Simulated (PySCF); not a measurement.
Compound: C7H14 (charge +1 and doublet state).
Structure used (GFN2-xTB), in Å, numbered top down from 1:
```
atom  x, y, z in Å
C1    -2.1801    1.8319   -0.3038
C2    -2.0711    0.3930   -0.0888
C3    -0.9167   -0.3557    0.0379
C4    -1.0092   -1.8078    0.2505
C5     0.4202    0.2765   -0.0391
C6     1.6259   -0.6306    0.1169
C7     2.9413    0.1240    0.0313
H8    -2.7799    2.0198   -1.2010
H9    -1.2327    2.3550   -0.3805
H10   -2.7804    2.2725    0.5003
H11   -3.0148   -0.1352   -0.0200
H12   -0.4686   -2.3404   -0.5374
H13   -2.0349   -2.1627    0.2846
H14   -0.4998   -2.0897    1.1769
H15    0.4720    1.0761    0.7135
H16    0.4952    0.8123   -0.9963
H17    1.6093   -1.4087   -0.6548
H18    1.5770   -1.1559    1.0775
H19    3.0233    0.8656    0.8237
H20    3.7751   -0.5648    0.1288
H21    3.0399    0.6416   -0.9207
```

The hyperfine couplings belong to this conformer and change with its torsions.

As a line formula: `C[CH+][C](C)CCC` [radical] (charge +1).

Computed, not measured: UKS B3LYP, pcH-1 on C H, non-relativistic, mean-field spin-orbit, GIAO (PySCF 2.14.0). The structure is a single GFN2-xTB conformer in the gas phase; no vibrational or solvent corrections. The geometry wasn't refined by DFT: couplings that depend on bond lengths, twists or pyramidal angles can differ widely from those at the functional's own minimum, by a factor of two or more for some ions and for spin on atoms past the first row. Stability of the SCF solution: not tested.

The isotropic 1H couplings, averaged over equivalent nuclei, are +105.8, +72.3, +61.6, -34.1, +15.7, -0.1 MHz. Assign them to H8/H9/H10; H11; H12/H13/H14; H15/H16; H17/H18; H19/H20/H21.

```csv
site,a_iso (MHz),ρ(0) (bohr⁻³),position,distance from C2 (Å),bound to,spin population there,largest |T| (MHz)
H8/H9/H10,+72.3,+0.0162,2 bonds from C2,2.11,C1,-0.02,7.2
H11,-34.1,-0.0076,1 bond from C2,1.08,C2,+0.51,24.2
H12/H13/H14,+61.6,+0.0138,2 bonds from C3,2.99,C4,-0.02,6.8
H15/H16,+105.8,+0.0237,2 bonds from C3,2.75,C5,-0.02,6.7
H17/H18,+15.7,+0.0035,3 bonds from C3,4.13,C6,0.00,2.7
H19/H20/H21,-0.1,0.0000,4 bonds from C3,5.44,C7,0.00,1.6
```

ρ(0) is the spin density at the nucleus and T the dipolar tensor; entries for several nuclei are means. Largest spin populations (Mulliken): C2 (+0.51) and C3 (+0.33). The angles at C2 add up to 360.0°, so it is planar. Main spin sites, with 60 % or more of the largest population: C2, C3; positions count bonds from the nearest.

The spin density at the nucleus, in bohr⁻³, is negative for C1 (-0.0166), C4 (-0.0127) and C5 (-0.0114), for instance. A restricted open-shell determinant has no negative spin density anywhere; here it arises because α and β orbitals differ (spin polarisation).

Class means assume fast exchange of nuclei equivalent by connectivity; if that motion is slow, each nucleus keeps its own coupling. The three 1H nuclei of mean +72.3 MHz run from -0.7 to 110.4 MHz in the frozen geometry. The three 1H nuclei of mean +61.6 MHz run from -1.1 to 93.4 MHz in the frozen geometry.

The SMILES `C[CH+][C](C)CCC` draws the unpaired electron on C3, whose computed spin population is only +0.33.
